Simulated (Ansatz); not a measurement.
Ansatz (an electronic-structure program) input (B97M-V/def2-TZVPD):

Ansatz 0.2 input:
```yaml
crystal:
  periodic: [false, false, false]
  atoms:
    - {symbol: Na, position_ang: [-0.63922233, -0.48601573, -0.51518672]}
    - {symbol: O, position_ang: [0.71161054, 0.53681843, 0.57326082]}
    - {symbol: H, position_ang: [1.33856133, 1.05162562, 1.08096734]}
basis:
  gaussian:
    orbitals: def2-TZVPD
hamiltonian:
  xc: {name: B97M-V}
total_charge: -1
magnetization: {spin_polarized: true, initial_magnetization: 1}
output: {forces: true}
```

End of the output:

```
mean field evaluation 4: about -6477.9973 eV, gradient 1.6e1 eV
mean field evaluation 8: about -6473.5530 eV, gradient 9.3e0 eV
mean field evaluation 16: about -6479.3162 eV, gradient 1.0e-1 eV
mean field evaluation 32: about -6477.1837 eV, gradient 1.4e0 eV
mean field evaluation 64: about -6479.3155 eV, gradient 1.4e-1 eV
mean field evaluation 96: about -6470.5064 eV, gradient 2.6e1 eV
mean field evaluation 128: about -6478.6067 eV, gradient 1.9e0 eV
mean field -6479.31620830 eV, -238.1104788166 hartree, gradient 1.4e-5 eV, S^2 0.753049; 7 other end points of the search recorded, 0 dependent functions left out
the calculation of the forces begins
reference -6479.31631013 eV, -238.1104825590 hartree; 11, 10 occupied and 73, 74 virtual orbitals, 553 factors
Total energy: -6479.31631013 eV, -238.1104825590 hartree
Atom 0 at    -0.639222    -0.486016    -0.515187 Å, force    -0.034490    -0.027531    -0.027880 eV/Å
Atom 1 at     0.711611     0.536818     0.573261 Å, force     0.151949     0.127029     0.123191 eV/Å
Atom 2 at     1.338561     1.051626     1.080967 Å, force    -0.117459    -0.099498    -0.095311 eV/Å
Dipole moment:     0.528729     0.413575     0.426865 e Å
```
